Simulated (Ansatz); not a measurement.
Zn2F2⁺. Charge 1, multiplicity 2. Geometry PBE0-D4/def2-SVP.

Cartesian coordinates in Å:
```
Zn 1.437 -0.139 -0.020
Zn -1.437 0.139 0.020
F -0.123 -1.264 -0.001
F 0.123 1.264 0.001
```

HSE06 is defined as in plane-wave codes, on full-range PBE exchange. Another isomer (doublet) lies 0.42 eV lower at PBE0-D4/def2-TZVP; other spin states weren't run for this one.

(1) Estimate the α-spin orbital energies around the gap (eV) in Ansatz with PBE-D4/def2-TZVP, r2SCAN-D4/def2-TZVP, PBE0-D4/def2-TZVP, HSE06-D4/def2-TZVP, ωB97X-V/def2-TZVP.

Results:

(1) 
```json
{"orbital": "HOMO−5", "PBE-D4/def2-TZVP": "-16.08", "r2SCAN-D4/def2-TZVP": "-16.44", "PBE0-D4/def2-TZVP": "-18.12", "HSE06-D4/def2-TZVP": "-17.70", "ωB97X-V/def2-TZVP": "-20.69"}
{"orbital": "HOMO−4", "PBE-D4/def2-TZVP": "-15.15", "r2SCAN-D4/def2-TZVP": "-15.51", "PBE0-D4/def2-TZVP": "-17.03", "HSE06-D4/def2-TZVP": "-16.61", "ωB97X-V/def2-TZVP": "-19.62"}
{"orbital": "HOMO−3", "PBE-D4/def2-TZVP": "-15.08", "r2SCAN-D4/def2-TZVP": "-15.46", "PBE0-D4/def2-TZVP": "-16.94", "HSE06-D4/def2-TZVP": "-16.53", "ωB97X-V/def2-TZVP": "-19.41"}
{"orbital": "HOMO−2", "PBE-D4/def2-TZVP": "-14.64", "r2SCAN-D4/def2-TZVP": "-15.07", "PBE0-D4/def2-TZVP": "-16.57", "HSE06-D4/def2-TZVP": "-16.15", "ωB97X-V/def2-TZVP": "-19.12"}
{"orbital": "HOMO−1", "PBE-D4/def2-TZVP": "-14.26", "r2SCAN-D4/def2-TZVP": "-14.65", "PBE0-D4/def2-TZVP": "-16.17", "HSE06-D4/def2-TZVP": "-15.76", "ωB97X-V/def2-TZVP": "-18.67"}
{"orbital": "HOMO", "PBE-D4/def2-TZVP": "-11.04", "r2SCAN-D4/def2-TZVP": "-11.18", "PBE0-D4/def2-TZVP": "-11.39", "HSE06-D4/def2-TZVP": "-11.02", "ωB97X-V/def2-TZVP": "-12.66"}
{"orbital": "LUMO", "PBE-D4/def2-TZVP": "-10.18", "r2SCAN-D4/def2-TZVP": "-10.33", "PBE0-D4/def2-TZVP": "-9.55", "HSE06-D4/def2-TZVP": "-9.86", "ωB97X-V/def2-TZVP": "-7.91"}
{"orbital": "LUMO+1", "PBE-D4/def2-TZVP": "-6.38", "r2SCAN-D4/def2-TZVP": "-6.08", "PBE0-D4/def2-TZVP": "-5.58", "HSE06-D4/def2-TZVP": "-5.93", "ωB97X-V/def2-TZVP": "-3.68"}
{"orbital": "LUMO+2", "PBE-D4/def2-TZVP": "-5.94", "r2SCAN-D4/def2-TZVP": "-5.63", "PBE0-D4/def2-TZVP": "-5.08", "HSE06-D4/def2-TZVP": "-5.44", "ωB97X-V/def2-TZVP": "-3.06"}
{"orbital": "LUMO+3", "PBE-D4/def2-TZVP": "-5.42", "r2SCAN-D4/def2-TZVP": "-4.95", "PBE0-D4/def2-TZVP": "-4.61", "HSE06-D4/def2-TZVP": "-4.96", "ωB97X-V/def2-TZVP": "-2.76"}
{"orbital": "LUMO+4", "PBE-D4/def2-TZVP": "-4.57", "r2SCAN-D4/def2-TZVP": "-4.07", "PBE0-D4/def2-TZVP": "-3.74", "HSE06-D4/def2-TZVP": "-4.10", "ωB97X-V/def2-TZVP": "-1.86"}
{"orbital": "LUMO+5", "PBE-D4/def2-TZVP": "-4.27", "r2SCAN-D4/def2-TZVP": "-3.70", "PBE0-D4/def2-TZVP": "-3.44", "HSE06-D4/def2-TZVP": "-3.79", "ωB97X-V/def2-TZVP": "-1.53"}
{"orbital": "β HOMO", "PBE-D4/def2-TZVP": "-14.15", "r2SCAN-D4/def2-TZVP": "-14.52", "PBE0-D4/def2-TZVP": "-16.00", "HSE06-D4/def2-TZVP": "-15.58", "ωB97X-V/def2-TZVP": "-18.50"}
{"orbital": "β LUMO", "PBE-D4/def2-TZVP": "-10.30", "r2SCAN-D4/def2-TZVP": "-9.77", "PBE0-D4/def2-TZVP": "-9.12", "HSE06-D4/def2-TZVP": "-9.49", "ωB97X-V/def2-TZVP": "-7.03"}
```
